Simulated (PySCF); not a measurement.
silole (C$_{4}$H$_{6}$Si), singlet, geometry from GFN2-xTB, with bond 8-3 at 1.3 times its length. Base run: HF/STO-3G in PySCF.

PySCF was given this input:
```python
from pyscf import gto, scf

mol = gto.M(
    atom='''
C    -1.20638586    0.78574789   -0.41109095
C     0.02710569    1.29088450   -0.29376265
Si    1.21355663   -0.07286224    0.24738050
C    -0.23813991   -1.27821395    0.25074385
C    -1.35277056   -0.63209551   -0.11058672
H    -2.07420278    1.35899959   -0.70866783
H     0.24603893    2.32689193   -0.49207049
H     1.96235581    0.21550643    1.97272846
H     2.23200545   -0.39041535   -0.75478595
H    -0.23451069   -2.32758409    0.49442049
H    -2.32753594   -1.09471811   -0.18861565
''',
    basis='sto-3g',
    verbose=4,
)

mf = scf.RHF(mol)
mf.kernel()
```

The base run was repeated with changes; each row names its change, and settings that it needs were set with it.

| change | ΔE vs base (mEh) | SCF cycles |
|---|---|---|
| base | 0.000 | 8 |
| diis_space = 2 | 0.000 | 11 |
| diis_space = 12 | 0.000 | 8 |
| conv_tol = 1e-7 | 0.000 | 7 |
| diis = off; damp = 0.3 (with mf.diis_start_cycle = 200; with mf.max_cycle = 150) | 0.000 | 16 |
| init_guess = atom | 0.000 | 8 |
| conv_tol = 1e-11 | 0.000 | 10 |
| solver = newton; init_guess = 1e | 0.000 | - |
| init_guess = 1e | 0.000 | 11 |
| damp = 0.5; diis_start_cycle = 5 | 0.000 | 10 |
| diis_space = 4 | 0.000 | 9 |
| DIIS = ADIIS | 0.000 | 14 |
| init_guess = mod_huckel | 0.000 | 10 |
